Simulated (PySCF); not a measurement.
Isomers of C5H4F4. Theory: TDDFT CAM-B3LYP/def2-SVPD, vertical, gas phase, core orbitals frozen in the response (PySCF 2.14.0, density-fitted response routines). Geometries: GFN2-xTB; one conformer of each isolated species. Triplets are in the Tamm–Dancoff approximation.

A. `FCC#CCC(F)(F)F`
B. `C#CC[C@@H](F)C(F)(F)F`
C. `FC(C1=C(F)CC1)(F)F`

Lowest singlet levels (six at most, fewer where fewer were computed) with oscillator strengths:

1. 209 nm (f 0.002); 184 nm (f 0.012); 171 nm (f 0.002); 163 nm (f 0.008); 154 nm (f 0.043); 147 nm (f 0.000); T1 5.28 eV
2. 173 nm (f 0.291); 168 nm (f 0.003); 156 nm (f 0.015); 152 nm (f 0.000); 146 nm (f 0.015); 142 nm (f 0.000); T1 4.36 eV
3. 187 nm (f 0.000); 179 nm (f 0.002); 178 nm (f 0.001); 158 nm (f 0.029); 156 nm (f 0.046); 142 nm (f 0.014); T1 5.49 eV

Task: Match each spectrum to its molecule.

Result: 1 = A, 2 = C, 3 = B.
- A: S1 at 5.94 eV, HOMO→LUMO (75%), HOMO→LUMO+1 (18%); Löwdin shares by element: HOMO carbon 87% or more; LUMO carbon 55% or more, fluorine 10% or more (atoms not listed hold the other 35%); HOMO -9.60 and LUMO 0.76 eV; point group Cs, 1 of its 6 listed states under f = 0.0005.
- B: S1 at 6.63 eV, HOMO→LUMO+3 (25%), HOMO→LUMO+1 (24%), HOMO-1→LUMO+1 (11%); Löwdin shares by element: HOMO carbon 88% or more, hydrogen 4% or more; LUMO carbon 54% or more (atoms not listed hold the other 46%); HOMO -9.73 and LUMO 1.14 eV.
- C: S1 at 7.16 eV, HOMO→LUMO (96%); Löwdin shares by element: HOMO carbon 69% or more, fluorine 11% or more (atoms not listed hold the other 20%); LUMO carbon 66% or more, fluorine 8% or more (atoms not listed hold the other 26%); HOMO -9.39 and LUMO 0.68 eV; point group Cs, 2 of its 6 listed states under f = 0.0005.
